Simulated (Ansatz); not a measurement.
One change: `[AlH2][Br]` becomes `[Br][AlH][Br]`.

Ansatz, PBE0-D4/def2-TZVP geometries, multiplicity 1. 

Scalar relativity is left out up to krypton.

```
                                      property  `[AlH2][Br]`
            HOMO energy (PBE0/def2-TZVPP) / eV         -8.28
zero-point energy (PBE0-D4/def2-TZVP) / kJ/mol          37.1
         LUMO energy (ωB97M-V/def2-TZVPP) / eV         -0.11
             HOMO energy (PBE/def2-TZVPP) / eV         -7.03
size of the dipole moment (PBE/def2-TZVPP) / D          1.07
             LUMO energy (PBE/def2-TZVPP) / eV         -2.50
```

**Question.** Give the same properties after the change, and the shifts. (An estimate is asked.)

**Answer.** Computed: 
| property | `[Br][AlH][Br]` | shift |
| --- | --- | --- |
| HOMO energy (PBE0/def2-TZVPP) / eV | -8.66 | -0.38 |
| zero-point energy (PBE0-D4/def2-TZVP) / kJ/mol | 24.0 | -13.1 |
| LUMO energy (ωB97M-V/def2-TZVPP) / eV | 0.02 | 0.13 |
| HOMO energy (PBE/def2-TZVPP) / eV | -7.38 | -0.35 |
| size of the dipole moment (PBE/def2-TZVPP) / D | 0.78 | -0.29 |
| LUMO energy (PBE/def2-TZVPP) / eV | -2.39 | 0.11 |

With PBE0 the HOMO falls by 0.38 eV and the LUMO rises by 0.10 eV, so the gap widens by about 0.48 eV. PBE moves the HOMO by -0.35 eV and ωB97M-V by -0.39 eV. Dipoles are sizes alone; their direction can turn.

Spin–orbit coupling is left out; it splits and shifts lone-pair levels of the heavy atoms by tenths of an eV.
